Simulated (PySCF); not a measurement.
## Se⁺: ionisation energy

Se⁺ [Ar] 3d10 4s2 4p3 [4p1/2^2 4p3/2^1, M_J = 3/2] → Se²⁺ [Ar] 3d10 4s2 4p2 [4p1/2^2, M_J = 0], as a difference of total energies. All numbers are calculated (PySCF 2.14, the two-component X2C-1e Hamiltonian, in x2c-QZVPPall-2c (11s10p5d4f1g, 103 functions)). Correlated levels: [Ne] frozen; the 8 highest virtual spinors dropped. "Screened" scales the spin-orbit matrix elements by Boettger's factors to mimic the two-electron term; Breit and QED terms are absent.

```
                    method  ionisation energy (eV)  error (eV)
           GHF (spin-free)                  20.923      -0.273
          GMP2 (spin-free)                  21.515      +0.319
 GHF (screened spin-orbit)                  20.738      -0.458
GMP2 (screened spin-orbit)                  21.329      +0.133
```

Reference: 21.196 ± 0.01 eV (measured; NIST Atomic Spectra Database, ionization energies).

The spin-free rows relax to the high-spin LS determinant and lack the spin-orbit shift.

Errors of the correlated levels include the incompleteness of this basis and the frozen core.

The labels give the starting determinants; with spin-orbit coupling the two ends relaxed to ⟨J²⟩ = 3.75, ⟨L²⟩ = 0.01, ⟨S²⟩ = 3.74 and ⟨J²⟩ = 1.53, ⟨L²⟩ = 2.00, ⟨S²⟩ = 1.97.

The determinant of Se²⁺ mixes levels of different J (the jj label is only the starting occupation), so the difference between spin-free and spin-orbit rows is not the physical spin-orbit shift.
